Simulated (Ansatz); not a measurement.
C5H4, SMILES `C#CC=C=C` (charge 0, multiplicity 1).

Cartesian coordinates (Å):
```xyz
9

C      2.5412     0.4189     0.3853
C      1.5011    -0.0261    -0.0218
C      0.2981    -0.5799    -0.5287
C     -0.8970    -0.1826    -0.1675
C     -2.0852     0.1987     0.1787
H      3.4563     0.8194     0.7517
H      0.3846    -1.3814    -1.2599
H     -2.5991     0.9918    -0.3559
H     -2.6000    -0.2588     1.0181
```
Charge 0, multiplicity 1.

Frozen-core energies in 6-31g from Ansatz (an electronic-structure program) at a geometry from PBE0-D3(BJ)/def2-TZVP; the HF reference has <S^2> = 0.00 (restricted, and unstable towards unrestricted orbitals) and the T1 diagnostic is 0.012.

```
level     energy (Ha)  difference from CCSDT(Q) (mHa)
--------  -----------  ------------------------------
HF         -191.46780                          493.55
MP2        -191.90414                           57.20
CCSD       -191.94212                           19.22
CCSD(T)    -191.95904                            2.30
CCSDT      -191.95956                            1.78
CCSDT(Q)   -191.96134                            0.00
```
